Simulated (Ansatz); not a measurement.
A structure relaxed at PBE-D4/def2-SVPD in Ansatz, charge -1, doublet:

```tsv
atom	x (Å)	y (Å)	z (Å)
Mg1	-1.450	0.644	-0.602
Mg2	1.558	0.669	-0.069
Mg3	-0.144	-1.774	0.895
Se4	-2.493	-1.475	0.279
Se5	2.268	-1.434	1.128
Se6	0.408	0.952	-2.342
Se7	-0.146	2.418	0.711
```

**Question.** Give its formula and point group.

**Answer.** the cluster Mg₃Se₄⁻. Point group Cs (tolerance 0.1 Å).

**Question.** Summarise the bond lengths by kind (pairs closer than 1.2 times the sum of covalent radii, bridged metal pairs left out).

**Answer.** 8 × Mg–Se 2.45 to 2.56 Å.

The relaxation made no stability test and no search for a lower SCF solution. Another isomer (doublet) lies 0.10 eV lower at PBE-D4/def2-SVP; other spin states weren't run for this one.
